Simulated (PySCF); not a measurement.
C3H7ClSi, SMILES Cl[SiH2]C1CC1. Atoms are numbered in the order given.

```xyz
12

Cl     2.0818     0.5254    -0.1963
Si     0.4767    -0.7291     0.2729
C     -1.0925     0.2516     0.4812
C     -2.4265    -0.4127     0.1543
C     -1.8964     0.6726    -0.7384
H      0.2881    -1.6936    -0.8657
H      0.8437    -1.4739     1.5246
H     -1.1033     0.9568     1.3302
H     -3.2787    -0.1860     0.8138
H     -2.4202    -1.4482    -0.2251
H     -2.3806     1.6610    -0.7075
H     -1.5209     0.3910    -1.7361
```

Coordinates come from a PBE-D3(BJ)/def2-SVP optimisation. The structure was generated by enumeration, and PubChem lists no compound with its InChIKey, so it may never have been made. Other conformers were not sampled.

These are TDA-PBE/def2-SVPD (PySCF) values and carry that method's errors.

Vertical excitations. The molecule is in vacuum.

| state | energy (eV) | λ (nm) | f | main pairs |
|---|---|---|---|---|
| S1 | 6.51 | 191 | 0.016 | HOMO→LUMO 97 % |
| S2 | 6.72 | 185 | 0.018 | HOMO−1→LUMO 97 % |
| S3 | 6.94 | 179 | 0.034 | HOMO−2→LUMO 94 % |
| S4 | 7.09 | 175 | 0.008 | HOMO→LUMO+1 95 % |
| S5 | 7.22 | 172 | 0.026 | HOMO−3→LUMO 87 % |
| S6 | 7.28 | 170 | 0.010 | HOMO−1→LUMO+1 90 % |
| S7 | 7.50 | 165 | 0.002 | HOMO−2→LUMO+1 84 %, HOMO→LUMO+2 13 % |
| S8 | 7.51 | 165 | 0.030 | HOMO→LUMO+2 72 %, HOMO−2→LUMO+1 14 % |
| S9 | 7.71 | 161 | 0.021 | HOMO−1→LUMO+2 62 %, HOMO→LUMO+3 19 %, HOMO−3→LUMO+1 10 % |
| S10 | 7.74 | 160 | 0.042 | HOMO→LUMO+3 45 %, HOMO−1→LUMO+2 30 %, HOMO−3→LUMO+1 15 % |
| T1 | 6.22 | 199 | 0 | HOMO→LUMO 99 % |
| T2 | 6.39 | 194 | 0 | HOMO−1→LUMO 97 % |
| T3 | 6.69 | 185 | 0 | HOMO−2→LUMO 97 % |
| T4 | 6.91 | 179 | 0 | HOMO→LUMO+1 97 % |
Triplets are in the Tamm–Dancoff approximation.
